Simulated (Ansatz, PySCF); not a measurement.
ZrFH3, SMILES [ZrH3][F], multiplicity 1.

Coordinates come from a PBE0-D3(BJ)/def2-TZVP optimisation. The spin state was assumed, not searched. The structure was generated by enumeration; whether it is a known compound was not checked. The def2 effective core potentials stand for the cores of Zr; spin–orbit coupling is left out.

Vertical ionisation energy (IE) and electron affinity (EA) in eV. Rows of orbital energies are one-electron estimates. Where ΔSCF, EOM or ADC give a negative EA the extra electron is unbound and the value depends on the basis.

| level | IE | EA |
|---|---|---|
| −ε(HOMO), −ε(LUMO), r2SCAN/def2-TZVPD (PySCF) | (withheld) | (withheld) |
| −ε(HOMO), −ε(LUMO), PBE0/def2-TZVPD (PySCF) | 8.60 | 2.33 |
| −ε(HOMO), −ε(LUMO), PBE/def2-TZVPD (PySCF) | 7.24 | 3.30 |
| ΔSCF, CAM-B3LYP/def2-TZVPD (Ansatz), final states of multiplicity 2 and 2 | 11.15 | 0.54 |
| ΔSCF, PBE/def2-TZVPD (Ansatz), final states of multiplicity 2 and 2 | 10.52 | 0.43 |

Q: What belongs in the gaps? (The exact figures need the calculation; the answer reports its results.)

A: 
- −ε(HOMO), −ε(LUMO), r2SCAN/def2-TZVPD (PySCF), IE: 7.58
- −ε(HOMO), −ε(LUMO), r2SCAN/def2-TZVPD (PySCF), EA: 3.06

Q: What vertical singlet–triplet gap does ΔSCF give with CAM-B3LYP/def2-TZVPD (Ansatz, a quantum-chemistry and plane-wave program) and with PBE/def2-TZVPD (Ansatz)? (Estimate from the structure and the level; the computed values follow.)

A: 4.03 and 3.65 eV (triplet above singlet where positive).
